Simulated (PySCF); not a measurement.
**Mayer bond orders and bond lengths**

Species: C2H9NO4S2Si.
Atom-mapped SMILES: `[CH3:1][S:2](=[O:3])(=[O:4])[N:5]([SiH3:6])[S:7]([CH3:8])(=[O:9])=[O:10]` (hydrogens: H11, H12, H13 on C1; H14, H15, H16 on Si6; H17, H18, H19 on C8)

Geometry (GFN2-xTB, Å), atoms numbered from 1 in this order:
```xyz
19
C2H9NO4S2Si angstrom
C     -2.136   -1.170    0.153
S     -0.686   -0.851   -0.854
O      0.248   -1.930   -0.736
O     -1.102   -0.478   -2.170
N      0.034    0.454   -0.160
Si    -0.408    2.139   -0.309
S      0.891    0.124    1.198
C      2.443   -0.576    0.643
O      1.139    1.412    1.785
O      0.166   -0.820    1.990
H     -2.612   -2.064   -0.232
H     -1.789   -1.316    1.168
H     -2.791   -0.313    0.065
H     -1.242    2.123   -1.509
H     -1.184    2.530    0.868
H      0.850    2.853   -0.506
H      2.936    0.172    0.035
H      3.031   -0.813    1.522
H      2.203   -1.465    0.072
```

Bond orders from the PBE0/pcSseg-1 density (PySCF). Isolated species at its GFN2-xTB geometry (one conformer only).

Problem. How far do the computed orders between heavy atoms stray from the drawn ones?

Solution. The largest departure is 0.300, at S7–O9 (drawn double, 1.700). Drawn single, order below 0.88: S2–N5 (0.841) and N5–Si6 (0.705).

Problem. Give the Mayer order of every bond between heavy atoms, beside its length.

Solution. 
| bond | drawn as | length (Å) | Mayer order |
| --- | --- | --- | --- |
| C1–S2 | single | 1.794 | 0.955 |
| S2–O3 | double | 1.431 | 1.723 |
| S2–O4 | double | 1.429 | 1.809 |
| S2–N5 | single | 1.644 | 0.841 |
| N5–Si6 | single | 1.748 | 0.705 |
| N5–S7 | single | 1.639 | 0.892 |
| S7–C8 | single | 1.791 | 0.950 |
| S7–O9 | double | 1.437 | 1.700 |
| S7–O10 | double | 1.430 | 1.753 |

Bonds between the same two heavy elements. C–S: all 2 within 0.02 of one another (0.950 to 0.955). O–S: lowest S7–O9 (1.700, 1.437 Å), highest S2–O4 (1.809, 1.429 Å). N–S: lowest S2–N5 (0.841, 1.644 Å), highest N5–S7 (0.892, 1.639 Å).

Problem. And the bonds to hydrogen?

Solution. C–H: 0.91 to 0.94 (6 bonds); H–Si: 0.93 to 0.95 (3 bonds).

Problem. Sum the orders of all bonds at each heavy atom with more than one neighbour and set the sums beside the valence in the SMILES.

Solution. C1 3.738 (drawn 4), S2 5.328 (drawn 6), N5 2.438 (drawn 3), Si6 3.538 (drawn 4), S7 5.295 (drawn 6), C8 3.734 (drawn 4). Orders between atoms that aren't bonded are not in these sums.

The Mayer order sums products of elements of PS (density times overlap matrix) between the two atoms' basis functions, so it depends on the basis set.
